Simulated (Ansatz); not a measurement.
Ansatz (a program for electronic structure) input for ClH2NS2W, SMILES [NH2][W](=[S])(=[S])[Cl], multiplicity 1, CAM-B3LYP/def2-SVPD. The structure is a stationary point at PBE-D3(BJ)/def2-SVP. The multiplicity is an assumed one; no other spin state was optimised. The structure was generated by enumeration; whether it is a known compound was not checked. The def2 effective core potentials stand for the cores of W; spin–orbit coupling is left out. One conformer was computed; it need not be the lowest.

Ansatz 0.2 input:
```yaml
crystal:
  periodic: [false, false, false]
  atoms:
    - {symbol: W, position_ang: [0.04116410, -0.11732127, 0.00000000]}
    - {symbol: S, position_ang: [0.96548134, 0.68741703, -1.76486706]}
    - {symbol: S, position_ang: [0.96548134, 0.68741703, 1.76486705]}
    - {symbol: Cl, position_ang: [-2.20374058, 0.35194358, -0.00000000]}
    - {symbol: N, position_ang: [0.35429485, -2.02148617, -0.00000000]}
    - {symbol: H, position_ang: [0.52098968, -2.57410448, 0.84837157]}
    - {symbol: H, position_ang: [0.52098968, -2.57410447, -0.84837158]}
basis:
  gaussian:
    orbitals: def2-SVPD
hamiltonian:
  xc: {name: CAM-B3LYP}
```

It prints:

```
WARN ansatz: RAYON_NUM_THREADS=1 ignored (pool sized by the plan → 1); use --threads N
Functional definition: CAM-B3LYP
integrals: 0.14 GiB planned
1485 factors; their error is unknown
integrals: 0.17 GiB planned
469 factors; integrals over basis functions are off by at most 2.1e-5 eV
mean field: 1.15 GiB planned
mean field evaluation 1: about -37525.9469 eV, gradient 6.0e1 eV
mean field evaluation 2: about -37482.7985 eV, gradient 1.6e2 eV
mean field evaluation 4: about -37533.4691 eV, gradient 1.1e1 eV
mean field evaluation 8: about -37533.7653 eV, gradient 3.1e-1 eV
mean field evaluation 16: about -37533.9707 eV, gradient 3.6e-4 eV
mean field -37533.97069127 eV, -1379.3479814652 hartree, gradient 3.5e-5 eV, S^2 0.000000; 0 other end points of the search recorded, 0 dependent functions left out
reference -37533.97082766 eV, -1379.3479864774 hartree; 36, 36 occupied and 116, 116 virtual orbitals, 1485 factors
Total energy: -37533.97082766 eV, -1379.3479864774 hartree
```

The calculation finished and met its thresholds.

Cost: about 13 core-seconds (a rough figure).
